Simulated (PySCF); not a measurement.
C₅H₄OS.
Z-matrix (Å and degrees, PBE0-D3(BJ)/def2-SVP geometry), rows numbered from 1:
```
O 
C   1  1.2069
C   2  1.4639  1  123.62
C   3  1.3806  2  127.06  1     0.13
C   4  1.4134  3  112.56  2  -179.97
C   5  1.3771  4  112.31  3     0.02
S   6  1.7077  5  112.21  4    -0.03
H   2  1.1196  1  121.30  3  -179.95
H   4  1.0904  3  121.67  2     0.05
H   5  1.0905  4  124.50  3  -179.97
H   6  1.0895  5  127.76  4  -179.99
```

The closed-shell ground state was solved at several levels (PySCF, density fitting, gas phase, non-relativistic).

| level | basis functions | HOMO (eV) | LUMO (eV) | gap (eV) | dipole (D) |
| --- | --- | --- | --- | --- | --- |
| PBE0/aug-cc-pVDZ | 201 | -7.41 | -2.07 | 5.34 | 3.49 |
| CAM-B3LYP/pcSseg-2 | 315 | -8.62 | -1.01 | 7.61 | 3.50 |
| PBE0/def2-SVP | 122 | -7.37 | -1.91 | 5.46 | 3.25 |
| PBE0/def2-TZVP | 247 | -7.39 | -2.02 | 5.37 | 3.46 |
| PBE0/cc-pVTZ | 270 | -7.36 | -1.97 | 5.39 | 3.39 |
| PBE0/IGLO-III | 294 | -7.39 | -2.03 | 5.36 | 3.53 |
| wB97X-D/def2-SVPD | 182 | -9.23 | -0.41 | 8.82 | 3.51 |
| PBE0/cc-pVDZ | 122 | -7.25 | -1.81 | 5.44 | 3.18 |

Question: Estimate the row for PBE0/pcSseg-1, a basis of 146 functions; the other rows only guide the guess.

Answer: HOMO -7.46 eV, LUMO -2.04 eV, gap 5.42 eV, dipole 3.39 D.

Question: Over all these levels, which gives the widest orbital gap and which the narrowest?

Answer: wB97X-D/def2-SVPD (range-separated hybrid) has the widest, 8.82 eV, and PBE0/aug-cc-pVDZ (global hybrid, 25 % exact exchange) the narrowest, 5.34 eV. Functional and basis both differ between the two, so the spread mixes both effects.

Question: How much does the basis alone move the frontier levels among the 7 PBE0 rows (the withheld one included)?

Answer: The HOMO by 0.21 eV and the LUMO by 0.26 eV. By rising basis size (HOMO, LUMO in eV): def2-SVP -7.37, -1.91; cc-pVDZ -7.25, -1.81; pcSseg-1 -7.46, -2.04; aug-cc-pVDZ -7.41, -2.07; def2-TZVP -7.39, -2.02; cc-pVTZ -7.36, -1.97; IGLO-III -7.39, -2.03.

Question: How far do the dipole and the HOMO energy spread over the levels?

Answer: The dipole runs from 3.18 to 3.53 D (mean 3.41 D) and the HOMO from -9.23 to -7.25 eV.

One conformer stands for the species.
